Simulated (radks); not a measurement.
Question: The cobalt ion Co4+, [Ar] 3d5. All-electron calculation, non-relativistic Kohn-Sham, PBE, spin-polarised, spherical densities, point nucleus. Program: a radial shooting solver on a logarithmic mesh with Libxc functionals. Every spin shell is full or empty, so the densities are truly spherical. Functionals are evaluated on that one density, not self-consistently. Rank these exchange functionals by their error against the exact value of the orbitals, and give that value: LDA, B88, PBE, PW91, OPTX, WC, SOGGA, B86b, G96, EV93, APBE, revTPSS, SCAN, r2SCAN, MVS.

Answer: Exact: -56.6147 hartree. From best to worst, with 100 (|E| - |E exact|)/|E exact| (equal figures are ties): r2SCAN -0.01, B88 +0.02, B86b +0.04, MVS -0.06, PW91 -0.07, G96 +0.23, SCAN +0.25, EV93 +0.42, APBE +0.45, PBE -0.50, OPTX +0.55, revTPSS -0.70, WC -1.23, SOGGA -2.95, LDA -6.50.
